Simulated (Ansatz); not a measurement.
Geometry optimisation, RKS B3LYP-D4/6-31G* (Ansatz 0.2.0).

input.yaml

```yaml
crystal:
  periodic: [false, false, false]
  atoms:
    - { symbol: Mg, position_ang: [0.866925, 1.933452, -0.143183] }
    - { symbol: Cl, position_ang: [1.293978, 1.739231, 2.20157] }
    - { symbol: C, position_ang: [0.63458, 2.295801, -2.175038] }
    - { symbol: H, position_ang: [0.147871, -0.588366, 1.786992] }
    - { symbol: O, position_ang: [-0.238357, -1.022442, 1.008042] }
    - { symbol: Si, position_ang: [-0.95167, -2.518044, 1.223733] }
    - { symbol: H, position_ang: [0.529164, 1.350853, -2.721416] }
    - { symbol: H, position_ang: [1.494909, 2.829439, -2.595273] }
    - { symbol: H, position_ang: [-0.258575, 2.895931, -2.37983] }
    - { symbol: H, position_ang: [-2.082173, -2.461856, 2.191482] }
    - { symbol: H, position_ang: [0.024444, -3.532187, 1.710264] }
    - { symbol: H, position_ang: [-1.461296, -2.921612, -0.107142] }
basis:
  gaussian: { orbitals: "6-31G*" }
hamiltonian:
  xc: b3lyp
  dispersion: d4
relax:
  f_tol: 0.03
  max_steps: 50
```

Run as:

```bash
$ ansatz run input.yaml --threads 2 --pin off --max-ram 3072MiB --backend cpu --events-out ev --progress --plain --runs-dir out
```

**Question.** Where does it end, and by what steps?

**Answer.** The run converged. After 15 steps the energy has fallen by 0.736 eV; H12 moved furthest, 1.28 Å. Joined: Mg1–O5 (3.36 → 2.08 Å).

```json
{"step": "0", "energy less start (eV)": "0.0000", "largest force component (eV/Å)": "1.183", "accepted": "yes"}
{"step": "1", "energy less start (eV)": "-0.1872", "largest force component (eV/Å)": "0.330", "accepted": "yes"}
{"step": "2", "energy less start (eV)": "-0.2999", "largest force component (eV/Å)": "0.351", "accepted": "yes"}
{"step": "3", "energy less start (eV)": "-0.4244", "largest force component (eV/Å)": "0.609", "accepted": "yes"}
{"step": "4", "energy less start (eV)": "-0.5717", "largest force component (eV/Å)": "0.457", "accepted": "yes"}
{"step": "5", "energy less start (eV)": "-0.6218", "largest force component (eV/Å)": "0.689", "accepted": "yes"}
{"step": "6", "energy less start (eV)": "-0.6818", "largest force component (eV/Å)": "0.237", "accepted": "yes"}
{"step": "7", "energy less start (eV)": "-0.6728", "largest force component (eV/Å)": "0.676", "accepted": "no"}
{"step": "8", "energy less start (eV)": "-0.7038", "largest force component (eV/Å)": "0.113", "accepted": "yes"}
{"step": "9", "energy less start (eV)": "-0.7138", "largest force component (eV/Å)": "0.075", "accepted": "yes"}
{"step": "10", "energy less start (eV)": "-0.7242", "largest force component (eV/Å)": "0.099", "accepted": "yes"}
{"step": "11", "energy less start (eV)": "-0.7300", "largest force component (eV/Å)": "0.181", "accepted": "yes"}
{"step": "12", "energy less start (eV)": "-0.7336", "largest force component (eV/Å)": "0.130", "accepted": "yes"}
{"step": "13", "energy less start (eV)": "-0.7354", "largest force component (eV/Å)": "0.078", "accepted": "yes"}
{"step": "14", "energy less start (eV)": "-0.7361", "largest force component (eV/Å)": "0.035", "accepted": "yes"}
{"step": "15", "energy less start (eV)": "-0.7364", "largest force component (eV/Å)": "0.016", "accepted": "yes"}
```

```xyz
12
Properties=species:S:1:pos:R:3
Mg 0.694 1.288 0.252
Cl 1.454 1.925 2.309
C 0.377 1.578 -1.790
H 0.303 -0.313 2.036
O 0.020 -0.480 1.114
Si -0.784 -1.938 0.749
H 0.313 0.626 -2.335
H 1.180 2.161 -2.259
H -0.559 2.118 -1.986
H -2.033 -2.028 1.543
H 0.100 -3.085 1.065
H -1.065 -1.851 -0.698
```

Time of the run: 110 s on 2 threads of Arm Neoverse N1, on a shared host, peak memory 0.23 GiB.
